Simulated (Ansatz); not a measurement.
AsMe3 (C3H9As) was relaxed with B3LYP-D4 (def2-SVP) in Ansatz in these states: charge +1 doublet, neutral singlet. The geometries follow in no particular order.

A:

| atom | x (Å) | y (Å) | z (Å) |
| --- | --- | --- | --- |
| As1 | 0.4335 | 0.0251 | 0.4435 |
| C2 | -1.2967 | 0.0680 | 1.3125 |
| H3 | -1.3890 | -0.7991 | 1.9812 |
| H4 | -2.0683 | 0.0233 | 0.5247 |
| H5 | -1.3935 | 1.0019 | 1.8834 |
| C6 | 0.6891 | -1.6281 | -0.5320 |
| H7 | -0.0812 | -1.6739 | -1.3210 |
| H8 | 0.5758 | -2.4773 | 0.1561 |
| H9 | 1.6914 | -1.6332 | -0.9822 |
| C10 | 0.6811 | 1.5644 | -0.7053 |
| H11 | 1.6836 | 1.5256 | -1.1536 |
| H12 | 0.5635 | 2.4825 | -0.1130 |
| H13 | -0.0892 | 1.5208 | -1.4943 |

B:

```xyz
13

As    0.265    0.123    1.007
C     0.086    1.702   -0.182
H    -0.681    2.379    0.223
H    -0.196    1.406   -1.204
H     1.043    2.245   -0.214
C    -1.459   -0.731    0.522
H    -1.588   -0.787   -0.570
H    -2.289   -0.151    0.955
H    -1.494   -1.748    0.942
C     1.409   -0.954   -0.204
H     1.489   -1.980    0.186
H     2.419   -0.518   -0.237
H     0.996   -0.987   -1.225
```

Q: Judge from the bond lengths which geometry belongs to which state (an estimate).

A: A is the charge +1 doublet (As1–C2 1.937 Å, As1–C6 1.937 Å, As1–C10 1.937 Å); B is the neutral singlet (As1–C2 1.984 Å, As1–C6 1.984 Å, As1–C10 1.984 Å).
